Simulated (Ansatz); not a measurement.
C₄H₁₀F₃HfN, SMILES `CC(C)(C)[NH][Hf]([F])([F])[F]`, 19 atoms. Charge 0, multiplicity 1. Correlated methods include outer-core shells of Hf, which these sets cover unevenly. Hf: def2 effective core potential. Hardware: A = 4 threads of an AMD EPYC 7R13 on a shared host and a share of an NVIDIA H100 80 GB; B = 4 threads of an AMD EPYC 7R13 on a shared host. Correlated methods freeze the cores.

Task: Give the basis size and wall time and peak host memory of each of these runs in Ansatz. RKS PBE-D4/def2-TZVPP energy and forces [A]; RKS B2PLYP (frozen core)/def2-TZVPP energy [A]; RKS PBE0-D4/def2-QZVPP energy [A]; RKS ωB97M-V/def2-SVP energy [B]; RKS ωB97M-V/def2-TZVPP energy and forces [A]; RKS PBE0-D4/def2-SVP energy [B]; RKS SPW92 (LDA)/def2-TZVPP energy [A]; direct RPA on PBE orbitals/def2-TZVPP energy [A]; RHF-CCSD(T)/def2-TZVPP energy [A]; RHF-CCSD(T)/def2-SVP energy [A]; RKS PBE0-D4/def2-TZVP relaxation (15 steps) [A]; RKS ωB97M-V/def2-QZVPP energy [A]. (Best estimate.)

Result: The calculation gave: Other jobs shared the machine, so times are rough.

```tsv
level	job	functions	wall time	peak host memory (GiB)
RKS SPW92 (LDA)/def2-TZVPP	energy [A]	444	2.3 s	0.96
RKS PBE-D4/def2-TZVPP	energy and forces [A]	444	2.9 s	0.98
RKS B2PLYP (frozen core)/def2-TZVPP	energy [A]	444	3.1 s	2.3
RHF-CCSD(T)/def2-SVP	energy [A]	194	3.3 s	0.95
RKS PBE0-D4/def2-SVP	energy [B]	194	4.7 s	0.95
RKS ωB97M-V/def2-TZVPP	energy and forces [A]	444	4.8 s	1.2
direct RPA on PBE orbitals/def2-TZVPP	energy [A]	444	5.5 s	2.3
RKS PBE0-D4/def2-QZVPP	energy [A]	837	5.5 s	1.4
RKS ωB97M-V/def2-QZVPP	energy [A]	837	9 s	1.6
RKS ωB97M-V/def2-SVP	energy [B]	194	15 s	1.1
RKS PBE0-D4/def2-TZVP	relaxation (15 steps) [A]	348	27 s	1.1
RHF-CCSD(T)/def2-TZVPP	energy [A]	444	33 s	0.95
```
